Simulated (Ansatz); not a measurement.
Ansatz (an electronic-structure program) input:

Ansatz 0.2 input:
```yaml
crystal:
  periodic: [false, false, false]
  atoms:
    - {symbol: Si, position_ang: [0.07253598, -0.53002371, 0.04682337]}
    - {symbol: O, position_ang: [-0.21538063, 1.00680148, -0.08995320]}
    - {symbol: H, position_ang: [-1.13206193, -1.35482793, 0.10253438]}
    - {symbol: H, position_ang: [1.44688769, -1.03755037, 0.10864936]}
    - {symbol: H, position_ang: [0.39271559, 1.75829848, -0.14708533]}
basis:
  gaussian:
    orbitals: def2-TZVPD
hamiltonian:
  xc: {name: wB97X-V}
total_charge: 2
magnetization: {spin_polarized: true, initial_magnetization: 1}
```

Question: Which total energy does the run end on?

Answer: -365.48002 Eh (wB97X-V/def2-TZVPD). The basis has 110 functions.

This state (charge 2, doublet) is run at the relaxed geometry of the species with charge 1 and multiplicity 1.
